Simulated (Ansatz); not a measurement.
`OB(O)[O][Zn][F]` + HBr → `[F][Zn][Br]` + `OB(O)O`  (ligand exchange at a Zn–O bond)

Gas-phase electronic energies from Ansatz, PBE0-D4/def2-TZVP geometries. CCSD(T)/CBS is the MP2 limit (def2-TZVPP, def2-QZVPP) plus CCSD(T) − MP2 in def2-TZVPP, frozen cores. This one scheme is used for every species. DFT in def2-TZVPP. B3LYP here is the variant with VWN-RPA as its local correlation; programs differ in this. For Br, Zn outer-core shells are correlated without core-valence functions, which leaves a few kJ/mol of doubt a bond. Scalar relativity is left out up to krypton. Each species was taken in one conformer, which may not be the lowest.

```
             level  ΔE (kcal/mol)  difference from CCSD(T)/CBS
            PBE-D4          -26.1                          0.9
           PBE0-D4          -28.2                         -1.2
           ωB97X-V          -26.6                          0.4
           ωB97M-V          -27.2                         -0.2
            B2PLYP          -26.3                          0.7
               PBE          -26.6                          0.4
              PBE0          -28.7                         -1.7
             B3LYP          -27.4                         -0.4
    MP2/def2-TZVPP          -24.8                          2.2
CCSD(T)/def2-TZVPP          -24.4                          2.6
     HF/def2-QZVPP          -32.2                         -5.2
    MP2/def2-QZVPP          -26.3                          0.7
SCS-MP2/def2-QZVPP          -25.9                          1.1
      HF/CBS(def2)          -32.2                         -5.2
     MP2/CBS(def2)          -27.4                         -0.4
    CCSD/CBS(def2)          -28.0                         -1.0
       CCSD(T)/CBS          -27.0                            0
```

Largest T1 diagnostic among the species: 0.016.

From PBE to PBE0 (25 % exact exchange), in def2-TZVPP and without D4, ΔE moves by −2.1 kcal/mol. The D4 term adds +0.8 kcal/mol with B3LYP and +0.4 kcal/mol with PBE0; it sums over pairs of atoms, weighted by their polarisabilities, and B3LYP, whose exchange is more repulsive, gets the larger term.
